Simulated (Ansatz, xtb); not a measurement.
Two spin states of ClGaH2

Structure a: `[Cl][GaH2]`, a singlet. Structure b: the triplet with the links of `[Cl][GaH2]`. Both are isolated molecules in the gas phase, relaxed with PBE0-D4/def2-SVP.

a (Å):

```xyz
4

Cl   -1.7014    0.5067   -0.7689
Ga    0.1966   -0.0706    0.0763
H     0.5876   -1.5653   -0.1312
H     0.9728    1.0690    0.8035
```

b (Å):

```xyz
4

Cl   -1.8919    0.4805   -0.6176
Ga    0.2616    0.1839   -0.6658
H     0.7349   -1.1038    0.3679
H     0.9510    0.3792    0.8953
```

**Question.** Estimate E(b) − E(a) at the level CCSD(T)/def2-TZVP.

**Answer.** Calculated at CCSD(T)/def2-TZVP: E(b) − E(a) = +76.6 kcal/mol, so structure a lies lower.

Level by level:

| level | geometry | E(b) − E(a) (kcal/mol) | departure from the last row (kcal/mol) | job, with rough time for the two |
| --- | --- | --- | --- | --- |
| PBE0-D4/def2-SVP | PBE0-D4/def2-SVP | +71.6 | −5.0 | optimisation, 19 s |
| HF/def2-TZVP | PBE0-D4/def2-SVP | +68.7 | −7.9 | part of the CCSD(T) run |
| MP2/def2-TZVP | PBE0-D4/def2-SVP | +77.1 | +0.5 | part of the CCSD(T) run |
| CCSD(T)/def2-TZVP | PBE0-D4/def2-SVP | +76.6 |  | single point, 14 s |

The levels shown agree on the order. The largest departure from CCSD(T)/def2-TZVP is that of HF/def2-TZVP, 7.9 kcal/mol. Levels run at GFN2-xTB geometries aren't shown.

With harmonic frequencies from PBE0-D4/def2-SVP (ideal gas, rigid rotor, one conformer each, 298.15 K, 1 atm): on the last row, ΔE + ΔZPE = +73.8, ΔH = +74.0, ΔG = +72.5 kcal/mol.

Open shells are spin-unrestricted. The correlated steps freeze 14 core orbitals; the filled d shell of Ga is correlated, in a basis made for valence electrons. ΔG holds the spin degeneracy. Programs: Ansatz 0.2.0; the last row on 2 threads of Arm Neoverse V1 on a shared host.
